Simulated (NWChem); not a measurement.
System: AlHBrF; SMILES [F][AlH][Br]

NWChem input:

```
start job
memory heap 200 mb stack 900 mb global 1100 mb
geometry units angstroms noautosym nocenter noautoz
  Al    -0.529159    -1.107628     0.000708
  H     -2.041154    -1.516257     0.004379
  F      0.634605    -2.290313    -0.000329
  Br     0.153145     1.023818    -0.000398
end
basis spherical
  Al library pcsseg-2
  H library pcsseg-2
  F library pcsseg-2
  Br library pcsseg-2
end
dft
  xc pbe0
  iterations 150
end
property
  shielding
end
task dft property
```

Parts of the log:

```
             Northwest Computational Chemistry Package (NWChem) 7.3.0
             --------------------------------------------------------

                             Geometry "geometry" -> ""
                             -------------------------

 Output coordinates in angstroms (scale by  1.889725989 to convert to a.u.)

  No.       Tag          Charge          X              Y              Z
 ---- ---------------- ---------- -------------- -------------- --------------
    1 Al                  13.0000    -0.52915900    -1.10762800     0.00070800
    2 H                    1.0000    -2.04115400    -1.51625700     0.00437900
    3 F                    9.0000     0.63460500    -2.29031300    -0.00032900
    4 Br                  35.0000     0.15314500     1.02381800    -0.00039800

 Effective nuclear repulsion energy (a.u.)     206.2943835965

                              NWChem Property Module
                              ----------------------

  itol2e modified to match energy
  convergence criterion.

                                 NWChem DFT Module
                                 -----------------

 Summary of "ao basis" -> "ao basis" (spherical)
 ------------------------------------------------------------------------------
       Tag                 Description            Shells   Functions and Types
 ---------------- ------------------------------  ------  ---------------------
 Al                         pcsseg-2                15       43   5s7p2d1f
 H                          pcsseg-2                 6       14   3s2p1d
 F                          pcsseg-2                12       36   4s5p2d1f
 Br                         pcsseg-2                21       63   6s10p4d1f

  itol2e modified to match energy
  convergence criterion.

            General Information
            -------------------
          SCF calculation type: DFT
          Wavefunction type:  closed shell.
          No. of atoms     :     4
          No. of electrons :    58
           Alpha electrons :    29
            Beta electrons :    29
          Charge           :     0
          Spin multiplicity:     1
          Use of symmetry is: off; symmetry adaption is: off
          Maximum number of iterations: 150
          AO basis - number of functions:   156
                     number of shells:    54
          Convergence on energy requested:  1.00D-07
          Convergence on density requested:  1.00D-05
          Convergence on gradient requested:  5.00D-04

              XC Information
              --------------
                         PBE0 Method XC Functional
                     Hartree-Fock (Exact) Exchange  0.250
          PerdewBurkeErnzerhof Exchange Functional  0.750
            Perdew 1991 LDA Correlation Functional  1.000 local
           PerdewBurkeErnz. Correlation Functional  1.000 non-local

             Grid Information
             ----------------
          Grid used for XC integration:  fine
          Radial quadrature: Mura-Knowles
          Angular quadrature: Lebedev.
          Tag              B.-S. Rad. Rad. Pts. Rad. Cut. Ang. Pts.
          ---              ---------- --------- --------- ---------
          Al                  1.25      123          10.0       770
          H                   0.35       60          11.0       590
          F                   0.50       70          11.0       590
          Br                  1.15      140          11.0       974
          Grid pruning is: on
          Number of quadrature shells:   393
          Spatial weights used:  Erf1

      Superposition of Atomic Density Guess
      -------------------------------------

 Sum of atomic energies:       -2914.21899492

      Non-variational initial energy
      ------------------------------

 Total energy =   -2914.501717
 1-e energy   =   -4469.769149
 2-e energy   =    1348.973048
 HOMO         =      -0.404753
 LUMO         =      -0.002290

   convergence    iter        energy       DeltaE   RMS-Dens  Diis-err
 ---------------- ----- ----------------- --------- --------- ---------
 d= 0,ls=0.0,diis     1  -2916.6795052777 -3.12D+03  5.20D-03  2.83D+00
 d= 0,ls=0.0,diis     2  -2916.6121573521  6.73D-02  4.04D-03  1.84D+00
 d= 0,ls=0.0,diis     3  -2916.7203293628 -1.08D-01  1.08D-03  5.78D-01
 d= 0,ls=0.0,diis     4  -2916.7597558411 -3.94D-02  3.53D-04  6.97D-03
 d= 0,ls=0.0,diis     5  -2916.7603583756 -6.03D-04  1.05D-04  1.49D-03
  Resetting Diis
 d= 0,ls=0.0,diis     6  -2916.7604806761 -1.22D-04  1.42D-05  1.96D-05
 d= 0,ls=0.0,diis     7  -2916.7604816443 -9.68D-07  9.97D-06  2.87D-06
 d= 0,ls=0.0,diis     8  -2916.7604815669  7.74D-08  5.44D-06  3.52D-06

         Total DFT energy =    -2916.760481566932
      One electron energy =    -4472.275555158319
           Coulomb energy =     1469.656520572110
    Exchange-Corr. energy =     -120.435830577248
 Nuclear repulsion energy =      206.294383596526

 Numeric. integr. density =       57.999999854892

                       DFT Final Molecular Orbital Analysis
                       ------------------------------------

 Vector   27  Occ=2.000000D+00  E=-3.588313D-01
              MO Center= -8.2D-01, -5.0D-01,  1.7D-03, r^2= 3.8D+00
   Bfn.  Coefficient  Atom+Function         Bfn.  Coefficient  Atom+Function
  ----- ------------  ---------------      ----- ------------  ---------------
   125      0.369079  4 Br py                45      0.260880  2 H  s
    44      0.198042  2 H  s                122      0.188452  4 Br py
    21     -0.159860  1 Al px               128      0.152510  4 Br py
   116     -0.125317  4 Br py                46      0.120671  2 H  s
    71      0.105706  3 F  px                18     -0.092635  1 Al px

[...]

          -----------------------------------------
          Chemical Shielding Tensors (GIAO, in ppm)
          -----------------------------------------

                                NWChem CPHF Module
                                ------------------

  scftype          =     RHF
  nclosed          =       29
  nopen            =        0
  variables        =     3683
  # of vectors     =        3
  tolerance        = 0.10D-03
  level shift      = 0.00D+00
  max iterations   =       50
  max subspace     =       30

 SCF residual:    5.1533160405090820E-004

Iterative solution of linear equations
  No. of variables     3683
  No. of equations        3
  Maximum subspace       30
        Iterations       50
       Convergence  1.0D-04

   iter   nsub   residual    time
   ----  ------  --------  ---------
     1      3    3.33D-01     126.3
     2      6    9.89D-03     150.5
     3      9    7.64D-04     174.3
     4     12    5.19D-05     199.4

      Atom:    1  Al
        Diamagnetic
    788.8590      0.1142      0.0059
      0.1142    799.0970     -0.0006
      0.0059     -0.0006    790.3001

        Paramagnetic
   -359.3352     59.0448     -0.1489
     59.0448   -363.0669     -0.1306
     -0.1489     -0.1306   -429.4350

        Total Shielding Tensor
    429.5238     59.1590     -0.1430
     59.1590    436.0301     -0.1312
     -0.1430     -0.1312    360.8650

           isotropic =     408.8063
          anisotropy =     124.8289

          Principal Components and Axis System
                 1           2           3
              492.0256    373.5286    360.8647

      1         0.6874      0.7263      0.0018
      2         0.7263     -0.6874      0.0003
      3        -0.0015     -0.0011      1.0000

      Atom:    2  H
        Diamagnetic
     34.0643      4.0980     -0.0272
      4.0980     25.4349     -0.0095
     -0.0272     -0.0095     22.2667

        Paramagnetic
     -2.9054     -0.4890      0.0069
     -0.4890      0.3707      0.0012
      0.0069      0.0012     -0.2839

        Total Shielding Tensor
     31.1589      3.6090     -0.0203
      3.6090     25.8055     -0.0084
     -0.0203     -0.0084     21.9828

           isotropic =      26.3157
          anisotropy =       9.9897

          Principal Components and Axis System
                 1           2           3
               32.9755     23.9890     21.9827

      1         0.8932     -0.4496      0.0022
      2         0.4496      0.8932      0.0002
      3        -0.0020      0.0008      1.0000

      Atom:    3  F
        Diamagnetic
    470.2769    -15.3963     -0.0090
    -15.3963    474.8785      0.0127
     -0.0090      0.0127    456.8854

        Paramagnetic
   -157.8287    -69.0765      0.0701
    -69.0765   -174.1974      0.0995
      0.0701      0.0995   -143.2210

        Total Shielding Tensor
    312.4482    -84.4729      0.0611
    -84.4729    300.6811      0.1122
      0.0611      0.1122    313.6644

           isotropic =     308.9313
          anisotropy =     123.4664

          Principal Components and Axis System
                 1           2           3
              391.2422    313.6646    221.8870

      1         0.7313      0.0012      0.6821
      2        -0.6821      0.0007      0.7313
      3        -0.0004      1.0000     -0.0013

      Atom:    4  Br
        Diamagnetic
   3122.8934      1.7547      0.0001
      1.7547   3129.1405     -0.0016
      0.0001     -0.0016   3122.5664

        Paramagnetic
   -620.3333    307.6279     -0.0891
    307.6279   -303.9713     -0.3620
     -0.0891     -0.3620   -602.9000

        Total Shielding Tensor
   2502.5600    309.3826     -0.0890
    309.3826   2825.1692     -0.3635
     -0.0890     -0.3635   2519.6664

           isotropic =    2615.7986
          anisotropy =     595.4614

          Principal Components and Axis System
                 1           2           3
             3012.7728   2519.6662   2314.9566

      1         0.5185      0.0008      0.8551
      2         0.8551      0.0003     -0.5185
      3        -0.0007      1.0000     -0.0005
```

Level: PBE0/pcSseg-2, GIAO. The geometry was optimised at PBE0/def2-SVP. The printed shielding anisotropy is the first printed principal value minus the mean of the other two.
